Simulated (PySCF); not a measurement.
Ga¹⁶⁺: ionisation energy

Ga¹⁶⁺ [Ne] 3s2 3p3 [3p1/2^2 3p3/2^1, M_J = 3/2] → Ga¹⁷⁺ [Ne] 3s2 3p2 [3p1/2^2, M_J = 0], as a difference of total energies. Calculation: PySCF 2.14, in an even-tempered Gaussian basis (19 s from 1.5 bohr⁻², ratio 2.4; 13 p from 1.9 bohr⁻², ratio 2.4; 5 d from 8.7 bohr⁻², ratio 2.6; 4 f from 13 bohr⁻², ratio 2.6); the two-component X2C-1e Hamiltonian. Correlated levels: 1s2 frozen; the 50 highest virtual spinors dropped. "Screened" scales the spin-orbit matrix elements by Boettger's factors to mimic the two-electron term; Breit and QED terms are absent.

| method | ionisation energy (eV) |
| --- | --- |
| GHF (spin-free) | 597.33 |
| GMP2 (spin-free) | 597.76 |
| GHF (screened spin-orbit) | 594.64 |
| GMP2 (screened spin-orbit) | 594.87 |

Question: How much does correlation contribute at GMP2 (screened spin-orbit)?

Answer: 594.87 − (594.64) = 0.23 eV, measured against GHF (screened spin-orbit).

Breit and QED terms and the two-electron picture change are absent.

The spin-free rows relax to the high-spin LS determinant and lack the spin-orbit shift.

The labels give the starting determinants; with spin-orbit coupling the two ends relaxed to ⟨J²⟩ = 3.76, ⟨L²⟩ = 0.18, ⟨S²⟩ = 3.51 and ⟨J²⟩ = 0.70, ⟨L²⟩ = 1.74, ⟨S²⟩ = 1.73.

The determinant of Ga¹⁷⁺ mixes levels of different J (the jj label is only the starting occupation), so the difference between spin-free and spin-orbit rows is not the physical spin-orbit shift.

For comparison: 599.8 ± 1.4 eV (semi-empirical (NIST evaluation); NIST Atomic Spectra Database, ionization energies).
